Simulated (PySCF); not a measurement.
# Field gradients at the hydrogen positions

C5H9FOSi.
Structure used (GFN2-xTB), in Å, numbered top down from 1:
```
atom  x, y, z in Å
O1     0.5701    0.0265   -1.4686
C2     0.8011   -0.1305   -0.2918
C3     2.1160    0.1821    0.3084
C4     3.0905    0.6931   -0.4329
F5     4.2868    0.9949    0.0671
C6    -0.2095   -0.6678    0.6904
C7    -1.5598   -0.9560    0.0483
Si8   -2.4795    0.6098   -0.5318
H9     2.2615   -0.0101    1.3602
H10    3.0056    0.9101   -1.4890
H11   -0.3118    0.0575    1.5025
H12    0.2181   -1.5783    1.1259
H13   -2.1796   -1.4949    0.7674
H14   -1.4050   -1.6247   -0.7991
H15   -3.7666    0.1806   -1.0833
H16   -1.7300    1.3831   -1.5118
H17   -2.7151    1.4366    0.6609
```

Level: PBE0/pcSseg-1 (PySCF, non-relativistic); Q(2H) = 0.00286 b; rigid geometry, the same for H and D, with no vibrational averaging.

**Question.** Rank these positions by the coupling χzz of a deuteron there, largest first.
A. H12 (methylene hydrogen)
B. H10 (vinylic hydrogen)
C. H9 (vinylic hydrogen)
D. H16 (Si–H hydrogen)
E. H17 (Si–H hydrogen)

**Answer.** C (221 kHz), B (208 kHz), A (200 kHz), D (113 kHz), E (107 kHz).

**Question.** Tabulate Vzz, the asymmetry η and χzz = 234.96 MHz × Q × Vzz for every hydrogen position.

**Answer.** 
| atom | bonded to | bond length (Å) | Vzz (au) | η | χzz (kHz) |
| --- | --- | --- | --- | --- | --- |
| H9 | C3 | 1.079 | 0.3285 | 0.08 | 221 |
| H10 | C4 | 1.081 | 0.3098 | 0.07 | 208 |
| H11 | C6 | 1.094 | 0.2996 | 0.03 | 201 |
| H12 | C6 | 1.096 | 0.2971 | 0.04 | 200 |
| H13 | C7 | 1.092 | 0.3111 | 0.03 | 209 |
| H14 | C7 | 1.090 | 0.3108 | 0.05 | 209 |
| H15 | Si8 | 1.465 | 0.1629 | 0.01 | 109 |
| H16 | Si8 | 1.456 | 0.1679 | 0.03 | 113 |
| H17 | Si8 | 1.470 | 0.1589 | 0.02 | 107 |

**Question.** Average by the element that carries the hydrogen.

**Answer.** on C: 208 kHz over 6 positions, mean bond length 1.089 Å; on Si: 110 kHz over 3 positions, mean bond length 1.464 Å.

**Question.** How does χzz go with the bond length over the 6 C–H bonds?

**Answer.** A straight-line fit has a slope of -9.1 kHz for each 0.01 Å, with a correlation coefficient of -0.84, over lengths from 1.079 to 1.096 Å. The longer bonds have the smaller couplings here.

**Question.** A static deuteron (I = 1) shows a doublet split by (3/2)χ, (3/4)χ(1 + η) and (3/4)χ(1 − η) with the field along z, y and x of the gradient. What are these for H13?

**Answer.** With |χ| = 209.0 kHz and η = 0.032: 314, 162 and 152 kHz, to first order and without motion.

Geometry: GFN2-xTB, one conformer, isolated molecule. GFN2-xTB bond lengths can be off by several hundredths of an ångström, more for odd bonds, and the gradients follow them. With a basis this small, the couplings can be 20 % off.
